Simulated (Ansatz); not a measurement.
BiF3 (SMILES [F][Bi]([F])[F]) moved off its minimum; all values from Ansatz (a first-principles code), cores frozen in correlated methods. Elements past Kr take the def2 small-core potentials, without spin–orbit coupling.
(charge 0, multiplicity 1)
```xyz
4

Bi    -0.0285    -0.0643     0.2997
F     -1.4002    -1.0418    -0.7798
F     -0.2332     1.6743    -0.7788
F      1.6147    -0.6938    -0.7494
```

Give the forces (eV/Å), the total energy and the dipole at CCSD(T)/def2-TZVPPD.


| atom | Fx | Fy | Fz |
|---|---|---|---|
| Bi1 | 0.588 | 0.703 | -1.397 |
| F2 | 0.171 | 0.026 | 0.123 |
| F3 | 0.117 | -0.987 | 0.713 |
| F4 | -0.876 | 0.257 | 0.561 |
Energy -512.9928 hartree, dipole 5.46 D.
